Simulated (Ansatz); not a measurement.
Isolated molecules relaxed with PBE0-D4/def2-TZVP in Ansatz; ΔE leaves out vibrations. CCSD(T)/CBS is the MP2 limit (def2-TZVPP, def2-QZVPP) plus CCSD(T) − MP2 in def2-TZVPP, frozen cores. Functionals use def2-TZVPP. One conformer a species, not always the lowest.

Reaction (ligand exchange at a B–C bond): `BC(B)O[SiH3]` + `BNCC=C` → `BN(B)CC=C` + `BCO[SiH3]`

`BC(B)O[SiH3]`:

Z-matrix (Å, degrees):
```
C
B 1 1.553
O 1 1.414 2 114.6
B 1 1.546 2 108.3 3 -134.9
H 1 1.121 2 96.2 3 118.0
H 2 1.194 1 119.0 3 -174.0
H 2 1.193 1 119.9 3 4.5
Si 3 1.644 1 122.1 2 160.5
H 4 1.194 1 118.9 2 -56.9
H 4 1.194 1 120.5 2 121.4
H 8 1.491 3 110.3 1 -64.1
H 8 1.480 3 106.7 1 176.0
H 8 1.490 3 111.2 1 55.2
```

`BNCC=C`:

Z-matrix (Å, degrees):
```
C
N 1 1.450
C 1 1.495 2 112.1
H 1 1.096 2 110.6 3 122.4
H 1 1.094 2 107.0 3 -120.9
B 2 1.384 1 127.0 3 118.4
H 2 1.009 1 113.2 3 -59.7
C 3 1.325 1 124.2 2 121.5
H 3 1.088 1 115.7 2 -57.7
H 6 1.197 2 118.8 1 -179.1
H 6 1.198 2 118.8 1 0.9
H 8 1.084 3 121.8 1 179.8
H 8 1.086 3 121.3 1 0.3
```

`BN(B)CC=C`:

Cartesian coordinates in Å:
```
B -1.429 1.123 -0.552
N -0.891 -0.079 -0.021
B -1.321 -0.591 1.231
C 0.138 -0.792 -0.769
C 1.532 -0.362 -0.445
C 1.883 0.568 0.431
H -1.065 1.498 -1.629
H -2.239 1.724 0.085
H -2.131 0.020 1.857
H -0.868 -1.629 1.623
H 0.045 -1.866 -0.575
H -0.035 -0.653 -1.842
H 2.304 -0.889 -1.002
H 1.150 1.118 1.010
H 2.925 0.811 0.597
```

`BCO[SiH3]`:

Cartesian coordinates in Å:
```
B 0.916 0.415 1.904
C 0.601 -0.075 0.470
O -0.664 0.304 -0.037
Si -1.161 -0.136 -1.541
H 1.977 0.113 2.368
H 0.143 1.069 2.536
H 1.416 0.280 -0.187
H 0.719 -1.175 0.463
H -2.517 0.431 -1.722
H -1.197 -1.620 -1.672
H -0.234 0.393 -2.580
```

CCSD(T)/CBS gives -83.1 kJ/mol.

(1) Another level gave -70.2 kJ/mol. Which?
A. SCS-MP2/def2-TZVPP
B. r2SCAN-D4/def2-TZVPP
C. ωB97X-V/def2-TZVPP
D. PBE-D4/def2-TZVPP

Largest T1 diagnostic among the species: 0.013.

Results:

(1) D. PBE-D4 -70.2, ωB97X-V -81.0, r2SCAN-D4 -76.1, SCS-MP2/def2-TZVPP -89.2 kJ/mol.

In def2-TZVPP, CCSD(T) changes the Hartree–Fock value by +8.4 kJ/mol (the triples alone add +1.1 kJ/mol) and MP2 by +5.0 kJ/mol. The D4 term adds −3.3 kJ/mol with B3LYP and −1.8 kJ/mol with PBE0; it sums over pairs of atoms, weighted by their polarisabilities, and B3LYP, whose exchange is more repulsive, gets the larger term.

B3LYP here is the variant with VWN-RPA as its local correlation; programs differ in this.
